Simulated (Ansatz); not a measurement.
C₂H₉AlOSi, triplet, at a GFN2-xTB geometry (such geometries of metal compounds can be far from the true shape) (a higher spin typed on purpose: for a closed-shell molecule this is an excited state); Ansatz (an electronic-structure program) with CASSCF(4,5)/STO-3G.

The Ansatz input:
Ansatz 0.2 input:
```yaml
crystal:
  periodic: [false, false, false]
  atoms:
    - {symbol: Al, position_ang: [0.20629825, 1.00390381, 0.65000201]}
    - {symbol: C, position_ang: [1.96807123, 1.67277781, -0.58763562]}
    - {symbol: H, position_ang: [2.72890330, 0.90114157, -0.53796361]}
    - {symbol: H, position_ang: [2.31850799, 2.60294744, -0.14890337]}
    - {symbol: H, position_ang: [1.62908869, 1.81995006, -1.60751723]}
    - {symbol: C, position_ang: [-1.49828374, 0.63208567, 2.08420491]}
    - {symbol: H, position_ang: [-1.31885910, -0.31461553, 2.58235781]}
    - {symbol: H, position_ang: [-2.41945872, 0.60388015, 1.51215124]}
    - {symbol: H, position_ang: [-1.49403524, 1.45867493, 2.78916901]}
    - {symbol: O, position_ang: [-0.08195616, -0.40462601, -0.26296784]}
    - {symbol: Si, position_ang: [-0.35616450, -1.74204499, -1.13002240]}
    - {symbol: H, position_ang: [-1.51553310, -2.41646551, -0.53966551]}
    - {symbol: H, position_ang: [0.84211329, -2.57957762, -1.04653355]}
    - {symbol: H, position_ang: [-0.62937682, -1.33022792, -2.50848043]}
basis:
  gaussian:
    orbitals: STO-3G
hamiltonian:
  xc: hf
correlation: {active_space: {window: {electrons: 4, orbitals: 5}}}
magnetization: {spin_polarized: false, initial_magnetization: 2}
```

The log (banner, timings and long lists left out):

```
Functional definition: HF
517 factors; integrals over basis functions are off by at most 3.8e-5 eV
mean field evaluation 1: about -18455.9961 eV, gradient 2.6e1 eV
mean field evaluation 2: about -18456.1253 eV, gradient 2.5e1 eV
mean field evaluation 4: about -18458.6940 eV, gradient 4.9e0 eV
mean field evaluation 8: about -18458.9333 eV, gradient 5.1e-1 eV
mean field evaluation 16: about -18457.7949 eV, gradient 8.3e0 eV
mean field evaluation 32: about -18458.6925 eV, gradient 8.6e-2 eV
mean field -18458.93814479 eV, -678.3534649035 hartree, gradient 3.6e-6 eV, S^2 2.000000; 6 other end points of the search recorded, 0 dependent functions left out
reference -18458.93814479 eV, -678.3534649035 hartree; 29, 27 occupied and 13, 15 virtual orbitals, 517 factors
state -18459.68654139 eV, -678.3809679710 hartree
1 active orbitals were swapped for others, from the solution at -18459.29291162 eV, -678.3665023438 hartree to that at -18459.29550005 eV, -678.3665974669 hartree; typed "places" are swapped only where nearly empty or full, and so, without "given_window_search", are "orbital_numbers", "shells" and a window whose orbitals a file names under [Active]
the orbitals are reached from a further start. From the first start the search ends at -18459.29550005 eV, -678.3665974669 hartree
Total energy: -18459.68654139 eV, -678.3809679710 hartree
```
